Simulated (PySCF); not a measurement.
## Predicted spectroscopic data

- J: B3LYP/pcJ-1 (spin–dipole term left out of most H,H and C,H couplings)
- shielding tensors at PBE0/pcSseg-1 (GIAO)
- structure optimised with PBE0-D3(BJ)/def2-SVP
- run in PySCF
- non-relativistic, single conformer, gas phase, averaged over atoms made equivalent by symmetry, fast rotation or ring inversion

δ = σ(ref) − σ, references computed at the same level: ¹H (31.27 ppm), ¹³C (184.41 ppm) vs TMS. Multiplet labels drop J under 1 Hz and among equivalent protons, and merge close values. Unscaled 3J(H,H) run several per cent high. Couplings to H on boron are left out. Carbons bonded to boron are broad in practice. Shifts are as computed. Against solution values, carbons near 30 ppm lie about +2 ppm off and those near 130 ppm about +5 ppm. Of 1313 compounds with measured shifts, 239 miss one by over three times the rms of a fit or turn the order of signals round; such compounds aren't used in these exercises. OH and NH positions are gas-phase values without hydrogen bonding to other molecules.

**1.** SMILES N#Cc1[n+]([BH3-])cccc1, C$_{6}$H$_{7}$BN$_{2}$. ¹H NMR (600 MHz, computed): δ 9.01 (d of quint, J = 6.9, 1.3 Hz, 1H), 7.82 (m, 1H), 7.75 (m, 1H), 7.37 (m, 1H), 3.42 (br, 3H). ¹³C{¹H} NMR (computed): δ 156.8, 142.5, 138.5, 137.2, 129.9, 119.4.

**2.** SMILES c1[n+]([BH2-]C#N)cccc1, C$_{6}$H$_{7}$BN$_{2}$. ¹H NMR (600 MHz, computed): δ 9.15 (dd, J = 6.9, 1.3 Hz, 2H), 7.96 (tt, J = 8.5, 1.3 Hz, 1H), 7.57 (dd, J = 8.5, 6.9 Hz, 2H), 3.42 (br, 2H). ¹³C{¹H} NMR (computed): δ 153.4, 145.0, 136.5, 130.4.

**3.** SMILES C=CC#CB(C#N)NC, C$_{6}$H$_{7}$BN$_{2}$. ¹H NMR (600 MHz, computed): δ 6.20 (m, 1H), 6.18 (m, 1H), 6.06 (m, 1H), 4.40 (br s, 1H), 3.09 (s, 3H). ¹³C{¹H} NMR (computed): δ 142.7 (CH2), 128.6 (C), 125.9 (CH), 115.9 (C), 100.4 (C), 34.0 (CH3).
